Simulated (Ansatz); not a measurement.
Two structures of SiH₂SOF₂, singlet, reached by relaxing down either side of one saddle point (PBE0-D4/def2-TZVP). Energies are electronic, without zero-point energy. Program: Ansatz 0.2.0. Basis: def2-TZVPP and def2-QZVPP. Cores are frozen in the correlated methods. Extrapolation: Hartree–Fock as exp(−7.88 √X), correlation as X^−2.97. First:

```xyz
7
angstrom
Si -0.3759 -0.1845 0.1062
O 0.4996 0.9224 0.8946
S 0.8703 -1.4926 -0.9532
H 1.5913 -0.4802 -1.4660
F -1.4247 0.5696 -0.8131
F -1.2367 -1.0798 1.0831
H 0.0761 1.7451 1.1484
```

Second:

```
atom    x (Å)    y (Å)    z (Å)
 Si1  -0.5339  -0.5616  -0.2183
  O2   0.7173   0.6204   0.5749
  S3   0.5134  -1.5529  -1.5249
  H4   1.5132   0.4835   0.0318
  F5  -1.5645   0.6018  -0.5645
  F6  -1.1170  -1.1478   1.1295
  H7   0.4716   1.5566   0.5714
```

Problem. Which bonds change from the first to the second?

Solution. SiH₂SOF₂ ([OH][Si]([F])([F])[SH]) → SiSF₂ ([F][Si]([F])[S]) + H₂O (still joined by a long Si–O bond); bonds formed: O2–H4; bonds broken: S3–H4; bonds weakened to dative contacts: Si1–O2.

Problem. Give the saddle point's structure and its height above each. (Judge from chemistry; the value comes from the calculation.)

Solution. The calculation gives: 1.750 eV above the first and 0.344 eV above the second (CCSD(T) at an estimated basis limit (MP2 extrapolated from triple and quadruple zeta, plus CCSD(T) − MP2 in triple zeta)).
Si1  (-0.537, -0.434, -0.090)
O2  (0.702, 0.633, 0.607)
S3  (0.786, -1.248, -1.348)
H4  (1.295, 0.093, -0.245)
F5  (-1.669, 0.572, -0.550)
F6  (-1.176, -1.205, 1.126)
H7  (0.599, 1.588, 0.500)
(Å)

The T1 diagnostic stays at or below 0.013.

Labels in which every atom is bracketed show which atoms are joined, not bond orders.

For scale, one of the runs: CCSD(T)/def2-TZVPP, 205 basis functions, launched by `ansatz run in.yaml --threads 4 --pin off --events-out ev --progress --plain --max-ram 9574MiB`. The run took 71 s on 4 CPU threads of an Arm Neoverse V2 (shared host), with 2.7 GiB of host memory at its peak.
